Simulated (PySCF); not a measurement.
Gas-phase reaction: 4 InCH3 ⇌ InH3 + 3 InH + C4H6 (butadiene)

Computed with PySCF and rigid-rotor harmonic-oscillator thermochemistry at 1 bar. † marks an energy on the PBE0/def2-TZVP geometry and frequencies. MP2 freezes the core. All species are closed-shell singlets. In: scalar-relativistic def2 core potential, no spin-orbit coupling. InCH3, InH3, InH: computed as isolated molecules; such fragments, hydroxides, amides, oligomers or adducts are transient or little studied in the gas. MP2 isn't extrapolated to the basis-set limit.

PBE0/def2-SVP† gives ΔH°(298 K) = 275 kJ.

**Question.** What do ωB97M-V/def2-TZVP†, M06-2X/def2-TZVP†, MP2/def2-TZVPP† give?

**Answer.** ωB97M-V/def2-TZVP†: 272 kJ; M06-2X/def2-TZVP†: 310 kJ; MP2/def2-TZVPP†: 337 kJ. For scale, ΔH°(298 K) is 275 kJ at this level, 272 kJ at ωB97M-V/def2-TZVP†, and runs from 100 to 337 kJ over the 18 levels computed.
